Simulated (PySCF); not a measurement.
Geometry (Å), atoms numbered from 1 in this order:
```xyz
16

Si   -1.731   -2.019   -0.045
C     0.075   -1.537   -0.232
C     0.442   -0.254   -0.149
Si    2.223    0.356   -0.336
O    -0.559    0.647    0.056
Si   -0.641    2.205    0.477
H    -2.540   -1.378   -1.085
H    -1.816   -3.477   -0.184
H    -2.225   -1.625    1.278
H     0.841   -2.276   -0.407
H     2.584    1.177    0.823
H     3.076   -0.828   -0.412
H     2.338    1.158   -1.557
H     0.138    3.048   -0.436
H    -2.076    2.412    0.360
H    -0.136    2.399    1.839
```

[PySCF: geometry from GFN2-xTB; PBE0/pcSseg-1 with gauge-including orbitals; single conformer; non-relativistic; equivalent nuclei averaged; isolated molecule]

Question: Predict the 2D correlation tables (HSQC, COSY, HMBC).

Answer: 

HSQC (one-bond C–H):
```
        δH          δC
5.75 (H10)  125.7 (C2)
```

COSY cross peaks (H two or three bonds apart, from the bond graph; peaks can be absent where the dihedral angle is near 90°):
```
        δH               δH
5.75 (H10)  4.10 (H7/H8/H9)
```

HMBC (two and three bonds, from the bond graph):
```
                δH                      δC
        5.75 (H10)              173.0 (C3)
5.20 (H14/H15/H16)              173.0 (C3)
4.32 (H11/H12/H13)  173.0 (C3), 125.7 (C2)
   4.10 (H7/H8/H9)  173.0 (C3), 125.7 (C2)
```

References, each an isolated molecule treated in the same way: TMS for ¹H (σref 31.72) and ¹³C (σref 186.93).

Short H···H contacts in this conformer between protons four or more bonds apart (candidates for NOE cross peaks, intensity ∝ r⁻⁶): H10···H12 2.66 Å.

Shifts are as computed. Against solution values, carbons near 30 ppm lie about +3 ppm off and those near 130 ppm about +5 ppm. Of 1309 compounds with measured shifts, 239 miss one by over three times the rms of a fit or turn the order of signals round; such compounds aren't used in these exercises.
